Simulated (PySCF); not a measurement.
Computed shifts of a molecule C3H6F2Si, PySCF with PBE0/pcSseg-1, GIAO, gas phase, atoms alike by connectivity averaged where their shifts nearly agree, in ppm (number of nuclei): ¹³C: 181.3 (1), 102.1 (1), 23.7 (1). ¹⁹F: -73.0 (1), -234.7 (1). ²⁹Si: -4.4 (1). ¹H: 5.79 (2), 4.95 (1), 2.26 (3). References: ¹³C against TMS (σ = 186.3 ppm); ¹⁹F against CFCl3 (σ = 167.2 ppm); ²⁹Si against TMS (σ = 352.7 ppm); ¹H against TMS (σ = 31.56 ppm), references at their B3LYP-D3(BJ)/def2-TZVP geometries, non-relativistic. Geometry optimised at PBE0-D3(BJ)/def2-SVP. One conformer was computed; it need not be the lowest.

Task: Which molecule gave these data?
A. F/C=C\[C@H](F)[SiH3]
B. FC1(F)CC[SiH2]1
C. C/C(F)=C/[SiH2]F
D. C=C(F)[Si@H](C)F

Result: C, C/C(F)=C/[SiH2]F
